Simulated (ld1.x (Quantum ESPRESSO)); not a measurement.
# Reading a pseudo-wave (potassium (K))

Columns: radius, all-electron u(r) and pseudo u(r) of the 3s shell (level -35.27 eV) of potassium in the configuration [Ne] 3s2 3p6 4s1 4p0; PBEsol, scalar-relativistic, TM scheme, ld1.x (Quantum ESPRESSO) 7.5.

```tsv
r (bohr)	all-electron	pseudo
0.123	-0.0911	0.1382
0.245	-0.4933	0.2734
0.368	-0.3456	0.4056
0.490	0.0283	0.5305
0.613	0.4063	0.6471
0.735	0.6929	0.7492
0.858	0.8755	0.8328
0.980	0.9636	0.8900
1.103	0.9808	0.9160
1.225	0.9496	0.9078
1.348	0.8877	0.8675
1.470	0.8101	0.8030
1.593	0.7251	0.7237
1.715	0.6407	0.6406
1.838	0.5592	0.5592
1.960	0.4845	0.4845
2.083	0.4162	0.4162
2.205	0.3559	0.3559
2.328	0.3025	0.3025
2.450	0.2565	0.2565
2.573	0.2165	0.2165
2.695	0.1824	0.1824
2.818	0.1532	0.1532
2.940	0.1285	0.1285
3.063	0.1075	0.1075
3.185	0.0899	0.0899
```

(1) How many radial nodes do the two functions have?

(2) At about which radius was the pseudo-wave matched?

(3) Is the pseudo-wave norm-conserving?

Results:

(1) The all-electron 3s function has n − l − 1 = 2 (the table is too coarse to show those close to the nucleus); the pseudo-wave has 0, since the states of the same l below it are removed with the core.

(2) 1.90 bohr. The columns agree to 0.0005 from 1.72 bohr on; several derivatives are matched, so the curves merge somewhat inside the radius.

(3) Yes: the TM scheme keeps the norm inside the radius equal to the all-electron one, which fixes the energy derivative of the logarithmic derivative at the level.
